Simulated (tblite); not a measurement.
Compound: C₅H₁₃F₃GaN.
Structure used (GFN2-xTB), in Å, numbered top down from 1:
```
atom  x, y, z in Å
C1    -1.3597    1.3885   -0.6017
N2    -1.2032    0.0446   -0.0612
C3    -2.2432   -0.2205    0.9240
C4    -1.2677   -0.9456   -1.1283
Ga5    0.6898   -0.1120    0.9498
C6     2.0365    0.3654   -0.5198
C7     3.1047   -0.3137    0.2524
F8     4.3811   -0.0745   -0.0833
F9     2.9520   -1.6532    0.2335
F10    3.0089    0.0180    1.5870
H11   -2.3360    1.5195   -1.0806
H12   -1.2549    2.1089    0.2110
H13   -0.5709    1.5772   -1.3317
H14   -3.2431   -0.1531    0.4827
H15   -2.1546    0.5002    1.7376
H16   -2.0964   -1.2193    1.3376
H17   -2.2522   -0.9584   -1.6079
H18   -0.5071   -0.7198   -1.8769
H19   -1.0567   -1.9321   -0.7101
H20    0.5669   -1.5697    1.4316
H21    0.4628    1.0127    1.9925
H22    2.3048    1.4239   -0.6012
H23    2.0333   -0.0600   -1.5269
```

Level: GFN2-xTB in tblite, geometry and Hessian alike; calculated harmonic values, unscaled, isolated species. This tight-binding method is rough: wavenumbers can miss measured ones by several per cent, in bad cases by 10 to 20. Modes of hydrogen on gallium can be 10 to 20 % off. One conformer, not necessarily the lowest.

Harmonic wavenumbers (cm⁻¹): 41.6, 48.2, 76.0, 106.9, 144.6, 156.2, 160.9, 201.7, 205.0, 251.5, 260.5, 281.4, 334.7, 390.7, 423.9, 425.6, 451.8, 465.7, 479.7, 542.1, 578.0, 590.1, 651.2, 676.2, 727.9, 802.1, 877.9, 889.5, 995.1, 1022.1, 1038.9, 1039.7, 1078.3, 1080.5, 1139.6, 1153.3, 1195.5, 1221.1, 1256.5, 1261.2, 1404.5, 1405.4, 1425.1, 1442.4, 1456.7, 1464.2, 1465.1, 1472.9, 1474.7, 1484.4, 1710.6, 1766.0, 2935.0, 2937.6, 2938.0, 2942.9, 2952.9, 2982.7, 2991.6, 2993.4, 2995.6, 2998.7, 3001.0.

A = 2181, B = 532.6, C = 514.9 MHz; mass 213.026 u (most abundant isotopes); point group C1, symmetry number 1.

What is the zero-point energy?

Half the sum of the wavenumbers: 37682 cm⁻¹ = 450.78 kJ/mol.

Give the ideal-gas entropy at 298.15 K and 1 bar in the rigid-rotor, harmonic-oscillator model (classical rotation).

Translation 175.72, rotation 128.30, vibration 186.15: S = 490.2 J/(mol K).

And Cp and H(298.15 K) − H(0)?

Cp = 217.79 J/(mol K), of which vibrations give 184.53 (their classical limit is 63 R = 523.8); H(298.15 K) − H(0) = 38.99 kJ/mol without the zero-point energy, 29.08 from vibrations.

Which modes carry the vibrational entropy at 298.15 K?

41.6 cm⁻¹: 21.68; 48.2 cm⁻¹: 20.46; 76.0 cm⁻¹: 16.70; 106.9 cm⁻¹: 13.91; 144.6 cm⁻¹: 11.47; 156.2 cm⁻¹: 10.86 J/(mol K); the other 57 give 91.07 together.

Blend soft modes into free rotors: weight 1/[1 + (100 cm⁻¹/ν̃)⁴] for the oscillator and the rest for a rotor with moment μB/(μ + B), μ = h/(8π²ν), B = 10⁻⁴⁴ kg m². What vibrational entropy results?

171.11 J/(mol K) in place of 186.15, which changes −T·S at 298.15 K by +4.48 kJ/mol.

How do the functions run with temperature in this model?

```csv
T (K),S (J/(mol K)),Cp (J/(mol K)),H − H(0) (kJ/mol),G − H(0) (kJ/mol),ln q(vib)
150,371.0,136.2,12.60,-43.05,4.70
250,454.1,192.7,29.11,-84.41,8.75
400,561.2,266.8,63.72,-160.74,14.59
600,684.5,341.9,125.06,-285.63,21.89
900,838.0,413.7,239.34,-514.83,31.81
```

q(vib) and H(0) count from the zero-point level.

Hindered rotation and anharmonicity are outside this model. Other conformers, if any are populated, would add a mixing term that is left out. The structure is chiral; the term R ln 2 for an equal mix with its mirror image is left out.
